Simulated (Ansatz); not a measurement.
What each rung costs, and what it gives

Saddle point of Si4H12O4, singlet (Si₄H₁₀O₃ ([SiH3][O][SiH]([O][SiH3])[O][SiH3]) + H₂O → Si₃H₈O₃ ([OH][SiH]([O][SiH3])[O][SiH3]) + SiH₄O ([OH][SiH3]); bonds formed: Si1–O10, O2–H9; bonds broken: Si1–O2, H9–O10), PBE0-D4/def2-TZVP structure:

| atom | x (Å) | y (Å) | z (Å) |
| --- | --- | --- | --- |
| Si1 | -0.9023 | 0.2345 | 0.4314 |
| O2 | 0.0035 | 0.3957 | -1.2304 |
| Si3 | 1.0837 | -0.6521 | -1.9221 |
| O4 | -0.1473 | 1.5596 | 1.0252 |
| Si5 | 1.0590 | 2.5565 | 0.5245 |
| O6 | -0.2052 | -1.2435 | 0.6244 |
| Si7 | -0.3034 | -2.5147 | 1.6588 |
| H8 | -1.9934 | 0.1243 | 1.4421 |
| H9 | -1.2035 | 0.6566 | -1.5234 |
| O10 | -2.1436 | 0.5458 | -0.8878 |
| H11 | 0.4549 | -1.9655 | -2.2139 |
| H12 | 1.5187 | -0.0355 | -3.2024 |
| H13 | 2.2574 | -0.8339 | -1.0368 |
| H14 | 2.2809 | 1.8002 | 0.1487 |
| H15 | 0.6162 | 3.3768 | -0.6336 |
| H16 | 1.3768 | 3.4580 | 1.6595 |
| H17 | -0.5248 | -3.7497 | 0.8653 |
| H18 | -1.4216 | -2.3351 | 2.6202 |
| H19 | 0.9760 | -2.6298 | 2.4025 |
| H20 | -2.7820 | 1.2515 | -0.7524 |

Barriers are electronic and count from the start structure reached by relaxing down the imaginary mode.

Program: Ansatz 0.2.0. Basis: as named in each row. Cores are frozen in the correlated methods. B3LYP uses VWN-RPA correlation. Extrapolation: Hartree–Fock as exp(−7.88 √X), correlation as X^−2.97.

Times are rough, for one single point on 4 threads of a shared host (AMD EPYC 7R13), with one NVIDIA H100 (or a share of it) where marked.

The estimate by CCSD(T) at an estimated basis limit (MP2 extrapolated from triple and quadruple zeta, plus CCSD(T) − MP2 in triple zeta) is 142.8 kJ/mol.

```json
{"method": "HF", "basis": "STO-3G", "time (s)": "under 1", "barrier (kJ/mol)": "107.0", "method less estimate": "-35.8"}
{"method": "PBE-D4", "basis": "STO-3G", "time (s)": "1", "barrier (kJ/mol)": "-80.9", "method less estimate": "-223.7"}
{"method": "SPW92", "basis": "def2-SVP", "time (s)": "1", "barrier (kJ/mol)": "41.2", "method less estimate": "-101.6"}
{"method": "PBE-D4", "basis": "def2-SVP", "time (s)": "2", "barrier (kJ/mol)": "84.0", "method less estimate": "-58.8"}
{"method": "BHLYP-D4", "basis": "def2-TZVPP", "time (s)": "2 (H100)", "barrier (kJ/mol)": "157.4", "method less estimate": "14.6"}
{"method": "B3LYP-D4", "basis": "6-31G", "time (s)": "2", "barrier (kJ/mol)": "79.0", "method less estimate": "-63.9"}
{"method": "CAM-B3LYP-D4", "basis": "def2-TZVPP", "time (s)": "2 (H100)", "barrier (kJ/mol)": "139.9", "method less estimate": "-2.9"}
{"method": "PBE0-D4", "basis": "def2-SVP", "time (s)": "3", "barrier (kJ/mol)": "100.4", "method less estimate": "-42.4"}
{"method": "wB97X-V", "basis": "def2-TZVPP", "time (s)": "3 (H100)", "barrier (kJ/mol)": "137.2", "method less estimate": "-5.6"}
{"method": "B3LYP-D4", "basis": "def2-TZVPP", "time (s)": "3 (H100)", "barrier (kJ/mol)": "141.8", "method less estimate": "-1.0"}
{"method": "PBE-QIDH", "basis": "def2-TZVPP", "time (s)": "3 (H100)", "barrier (kJ/mol)": "134.1", "method less estimate": "-8.7"}
{"method": "wB97M-V", "basis": "def2-TZVPP", "time (s)": "3 (H100)", "barrier (kJ/mol)": "133.0", "method less estimate": "-9.8"}
{"method": "B2PLYP", "basis": "def2-TZVPP", "time (s)": "3 (H100)", "barrier (kJ/mol)": "145.6", "method less estimate": "2.8"}
{"method": "r2SCAN0-D4", "basis": "def2-TZVPP", "time (s)": "3 (H100)", "barrier (kJ/mol)": "133.4", "method less estimate": "-9.4"}
{"method": "RPA on PBE", "basis": "def2-TZVPP", "time (s)": "4 (H100)", "barrier (kJ/mol)": "140.3", "method less estimate": "-2.5"}
{"method": "SPW92", "basis": "def2-TZVPP", "time (s)": "4 (H100)", "barrier (kJ/mol)": "73.1", "method less estimate": "-69.7"}
{"method": "PBE0-D4", "basis": "def2-TZVPP", "time (s)": "4 (H100)", "barrier (kJ/mol)": "126.4", "method less estimate": "-16.5"}
{"method": "PBE-D4", "basis": "def2-TZVPP", "time (s)": "4 (H100)", "barrier (kJ/mol)": "113.0", "method less estimate": "-29.9"}
{"method": "BLYP-D4", "basis": "def2-TZVPP", "time (s)": "4 (H100)", "barrier (kJ/mol)": "133.0", "method less estimate": "-9.8"}
{"method": "r2SCAN-D4", "basis": "def2-TZVPP", "time (s)": "5 (H100)", "barrier (kJ/mol)": "124.9", "method less estimate": "-17.9"}
{"method": "CCSD(T)", "basis": "def2-SVP", "time (s)": "6 (H100)", "barrier (kJ/mol)": "127.7", "method less estimate": "-15.1"}
{"method": "B97M-V", "basis": "def2-TZVPP", "time (s)": "6 (H100)", "barrier (kJ/mol)": "140.7", "method less estimate": "-2.1"}
{"method": "MP2", "basis": "def2-QZVPP", "time (s)": "9 (H100)", "barrier (kJ/mol)": "136.1", "method less estimate": "-6.7"}
{"method": "wB97M-V", "basis": "def2-SVP", "time (s)": "10", "barrier (kJ/mol)": "104.8", "method less estimate": "-38.1"}
{"method": "CCSD(T)", "basis": "def2-TZVPP", "time (s)": "33 (H100)", "barrier (kJ/mol)": "140.1", "method less estimate": "-2.7"}
```

All methods are single points on the PBE0-D4 structures; a negative value means that the method puts the saddle structure below the start.

No T1 diagnostic of these runs exceeds 0.013.

Labels in which every atom is bracketed show which atoms are joined, not bond orders.
